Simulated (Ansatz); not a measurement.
Consider the formal exchange of groups at the Si–C bond: `S[SiH2]C[SeH]` + `[NH2][AlH2]` → `[NH2][AlH][SiH2]S` + `C[SeH]`.

Gas-phase electronic energies from Ansatz, PBE0-D4/def2-TZVP geometries. CCSD(T)/CBS is the MP2 limit (def2-TZVPP, def2-QZVPP) plus CCSD(T) − MP2 in def2-TZVPP, frozen cores. This one scheme is used for every species. DFT in def2-TZVPP. B3LYP here is the variant with VWN-RPA as its local correlation; programs differ in this. For Se outer-core shells are correlated without core-valence functions, which leaves a few kJ/mol of doubt a bond. Scalar relativity is left out up to krypton. One conformer a species, not always the lowest.

`S[SiH2]C[SeH]`:

Z-matrix (Å, degrees):
```
Si
C 1 1.873
S 1 2.139 2 111.9
H 1 1.486 2 109.0 3 -122.7
H 1 1.481 2 110.0 3 116.2
Se 2 1.961 1 108.0 3 170.2
H 2 1.090 1 112.2 3 49.0
H 2 1.090 1 109.0 3 -71.8
H 3 1.344 1 94.7 2 -68.7
H 6 1.469 2 95.8 1 151.7
```

`[NH2][AlH2]`:

Cartesian coordinates in Å:
```
N 0.036 0.487 0.801
Al -0.031 -0.430 -0.707
H -0.728 0.583 1.451
H 0.842 0.990 1.134
H -1.389 -1.159 -1.070
H 1.270 -0.470 -1.608
```

`[NH2][AlH][SiH2]S`:

Z-matrix (Å, degrees):
```
Si
Al 1 2.448
S 1 2.162 2 107.2
H 1 1.493 2 115.2 3 123.3
H 1 1.490 2 113.7 3 -113.3
N 2 1.766 1 119.8 3 128.8
H 2 1.587 1 122.0 3 -48.3
H 3 1.344 1 95.3 2 46.3
H 6 1.007 2 124.9 1 1.7
H 6 1.008 2 124.9 1 -176.9
```

`C[SeH]`:

Cartesian coordinates in Å:
```
C 0.407 0.322 -0.168
Se -1.435 -0.310 -0.106
H 0.724 0.674 0.811
H 0.415 1.155 -0.870
H 1.069 -0.461 -0.532
H -1.180 -1.381 0.865
```

| level | ΔE (kcal/mol) | difference from CCSD(T)/CBS |
| --- | --- | --- |
| PBE-D4 | -4.5 | -3.5 |
| r2SCAN-D4 | -2.6 | -1.6 |
| PBE0-D4 | -3.8 | -2.8 |
| B3LYP-D4 | -2.0 | -1.0 |
| ωB97X-V | -1.6 | -0.6 |
| ωB97M-V | 0.0 | 1.0 |
| B2PLYP | -1.6 | -0.6 |
| PBE | -5.2 | -4.2 |
| r2SCAN | -2.8 | -1.8 |
| PBE0 | -4.4 | -3.4 |
| B3LYP | -3.1 | -2.1 |
| HF/def2-TZVPP | -1.3 | -0.3 |
| MP2/def2-TZVPP | 0.8 | 1.8 |
| SCS-MP2/def2-TZVPP | 0.4 | 1.4 |
| CCSD/def2-TZVPP | -1.4 | -0.4 |
| CCSD(T)/def2-TZVPP | -1.4 | -0.4 |
| HF/def2-QZVPP | -1.2 | -0.2 |
| MP2/def2-QZVPP | 1.1 | 2.1 |
| SCS-MP2/def2-QZVPP | 0.6 | 1.6 |
| HF/CBS(def2) | -1.1 | -0.1 |
| MP2/CBS(def2) | 1.2 | 2.2 |
| CCSD/CBS(def2) | -1.0 | 0.0 |
| CCSD(T)/CBS | -1.0 | 0 |

Largest T1 diagnostic among the species: 0.013.

The D4 term adds +1.1 kcal/mol with B3LYP and +0.6 kcal/mol with PBE0; it sums over pairs of atoms, weighted by their polarisabilities, and B3LYP, whose exchange is more repulsive, gets the larger term. From PBE to PBE0 (25 % exact exchange), in def2-TZVPP and without D4, ΔE moves by +0.9 kcal/mol.
